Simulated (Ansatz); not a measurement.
C11H10, SMILES `Cc1cccc2ccccc12` at its PBE0-D4/def2-TZVP geometry, where that method's forces vanish. Charge 0, multiplicity 1.

```xyz
21

C    -0.3313    1.0869    2.4021
C     0.2189    0.9479    1.0175
C     1.1209    1.8596    0.5318
C     1.6552    1.7540   -0.7656
C     1.2812    0.7259   -1.5813
C     0.3555   -0.2400   -1.1300
C    -0.0475   -1.3129   -1.9537
C    -0.9442   -2.2446   -1.5094
C    -1.4788   -2.1414   -0.2133
C    -1.1073   -1.1120    0.6089
C    -0.1837   -0.1322    0.1820
H    -0.0910    0.2162    3.0195
H    -1.4209    1.1846    2.3943
H     0.0807    1.9694    2.8924
H     1.4305    2.6845    1.1651
H     2.3660    2.4959   -1.1115
H     1.6869    0.6351   -2.5832
H     0.3706   -1.3846   -2.9525
H    -1.2445   -3.0634   -2.1532
H    -2.1893   -2.8823    0.1353
H    -1.5280   -1.0467    1.6048
```

Problem. What forces (eV/Å) does r2SCAN-D4/def2-TZVPP give on these atoms in the Gaussian-basis code of Ansatz? (Estimate.)

Solution. The calculation gave: 
```
C1  -0.027  0.033  0.109
C2  -0.084 -0.062  0.080
C3   0.139  0.192  0.003
C4   0.109  0.177  0.045
C5   0.020 -0.089 -0.181
C6   0.080 -0.008 -0.180
C7   0.106  0.050 -0.149
C8  -0.110 -0.172 -0.034
C9  -0.113 -0.176 -0.036
C10 -0.029  0.078  0.185
C11 -0.078  0.000  0.167
H12 -0.018  0.007 -0.005
H13  0.011 -0.013  0.008
H14 -0.009 -0.018 -0.006
H15  0.003  0.004  0.000
H16  0.001  0.004  0.004
H17 -0.003 -0.007 -0.005
H18  0.006  0.006 -0.003
H19 -0.003 -0.002  0.003
H20 -0.001 -0.003 -0.003
H21  0.001  0.000 -0.002
```
